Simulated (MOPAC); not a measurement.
MOPAC input (PM3):

```
PM3 PRECISE GNORM=0.05 LET XYZ CHARGE=-1 GEO-OK AUX(PRECISION=9) THREADS=1
HTe2

Te   -0.02127900 1    0.09549400 1   -1.39893000 1
Te    0.01114200 1   -0.06379300 1    1.36869600 1
H     0.52712700 1   -1.64845400 1    1.57217900 1
```

From the output:

```
                                                       MOPAC v23.2.5 Linux

          FINAL HEAT OF FORMATION =        -50.23746 KCAL/MOL =    -210.19352 KJ/MOL

          COSMO AREA              =        117.28 SQUARE ANGSTROMS
          COSMO VOLUME            =        108.34 CUBIC ANGSTROMS

          GRADIENT NORM           =          0.04928          =       0.02845 PER ATOM
          IONIZATION POTENTIAL    =          4.005257 EV
          HOMO LUMO ENERGIES (EV) =         -4.005  3.192
          NO. OF FILLED LEVELS    =          7
          MOLECULAR WEIGHT        =        256.2079         POINT GROUP:  Cs

          MOLECULAR DIMENSIONS (Angstroms)

            Atom       Atom       Distance
            H     3   Te     1     3.39723
           Te     2    H     3     1.44883
           Te     1   Te     2     0.00000

          SCF CALCULATIONS        =         11

   ATOM   CHEMICAL          X               Y               Z
  NUMBER   SYMBOL      (ANGSTROMS)     (ANGSTROMS)     (ANGSTROMS)

     1      Te         -0.01925584  *   0.09082872  *  -1.46954863  *
     2      Te          0.00881547  *  -0.05854490  *   1.45528929  *
     3       H          0.53054048  *  -1.65501178  *   1.39243757  *

                             CARTESIAN COORDINATES

   1   Te       -0.019255842     0.090828724    -1.469548630
   2   Te        0.008815466    -0.058544896     1.455289289
   3    H        0.530540484    -1.655011782     1.392437566

           Empirical Formula: H Te2  =     3 atoms

      MOLECULAR POINT GROUP   :   Cs

                  EIGENVALUES
  -8.76201  -6.06037  -5.83058  -4.76763  -4.26892  -4.11213  -4.00526   3.19224
   4.79937

              NET ATOMIC CHARGES AND DIPOLE CONTRIBUTIONS

  ATOM NO.   TYPE          CHARGE      No. of ELECS.   s-Pop       p-Pop
    1         Te          -0.507050        6.5071     1.99639     4.51066
    2         Te          -0.356297        6.3563     1.96415     4.39215
    3          H          -0.136653        1.1367     1.13665
 DIPOLE           X         Y         Z       TOTAL
 POINT-CHG.    -0.331     1.011     0.167     1.077
 HYBRID         0.088    -0.267    -0.050     0.286
 SUM           -0.244     0.744     0.116     0.791

          ATOMIC ORBITAL ELECTRON POPULATIONS

     Atom    s        px        py        pz
    1 Te   1.99639   1.99751   1.96976   0.54338
    2 Te   1.96415   1.89323   1.00272   1.49619
    3  H   1.13665

 **********************
 *                    *
 * JOB ENDED NORMALLY *
 *                    *
 **********************

 == MOPAC DONE ==
```

The dipole moment of an ion depends on the origin.

The geometry given is a B3LYP-D3(BJ)/def2-TZVP minimum.
